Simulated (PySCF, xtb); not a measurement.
CdI, SMILES [I][Cd+], charge +1.

Harmonic wavenumbers (cm⁻¹) from GFN2-xTB (xtb) at its own minimum, in rising order: 247.

**Question.** What does B3LYP-D3(BJ)/def2-TZVP (PySCF 2.14.0) give at its own minimum? (Estimate from the structure and the level; the computed values follow.)

**Answer.** 203. Paired by order, the mean absolute difference is 43 cm⁻¹ and the zero-point energies are 0.4 and 0.3 kcal/mol.
